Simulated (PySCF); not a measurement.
Geometry:
| atom | x (Å) | y (Å) | z (Å) |
| --- | --- | --- | --- |
| N1 | -2.867 | 0.041 | -0.485 |
| Si2 | -1.396 | 0.326 | 0.390 |
| C3 | -0.033 | -0.720 | -0.387 |
| C4 | 1.271 | -0.832 | 0.410 |
| Si5 | 2.240 | 0.776 | 0.621 |
| H6 | -3.260 | -0.894 | -0.510 |
| H7 | -3.609 | 0.728 | -0.423 |
| H8 | -1.434 | -0.008 | 1.859 |
| H9 | -1.127 | 1.793 | 0.280 |
| H10 | 0.153 | -0.322 | -1.400 |
| H11 | -0.467 | -1.725 | -0.545 |
| H12 | 1.076 | -1.230 | 1.421 |
| H13 | 1.955 | -1.556 | -0.067 |
| H14 | 3.539 | 0.503 | 1.309 |
| H15 | 2.523 | 1.395 | -0.712 |
| H16 | 1.472 | 1.766 | 1.439 |

Geometry: PBE0-D3(BJ)/def2-SVP; GIAO absolute shieldings from PySCF 2.14.0 with density-fitted response routines, gas phase, non-relativistic, averaged over equivalent atoms.

At PBE0/pcSseg-1 (154 basis functions, 15 s wall time on 1 thread of an Arm Neoverse V1, shared host):
```csv
atoms,σ (ppm)
N1,257.8
Si2,377.5
Si5,417.1
C3,173.8
C4,181.9
H8/H9,26.51
H14/H15/H16,27.46
H10/H11,30.32
H12/H13,30.40
H6/H7,31.33
```

Estimate the result of repeating the calculation with KT2/pcSseg-2.

## Answers


```tsv
atoms	σ at KT2/pcSseg-2	change
N1	249.5	-8.3
Si2	376.6	-0.9
Si5	420.3	+3.2
C3	168.0	-5.8
C4	177.0	-4.9
H8/H9	26.13	-0.38
H14/H15/H16	27.28	-0.18
H10/H11	30.00	-0.32
H12/H13	30.00	-0.40
H6/H7	31.18	-0.15
```

The largest change is at N1 (nitrogen bonded to Si, 2 H). Cost: 348 basis functions, 75 s wall time on 1 thread of an Arm Neoverse V1, shared host.
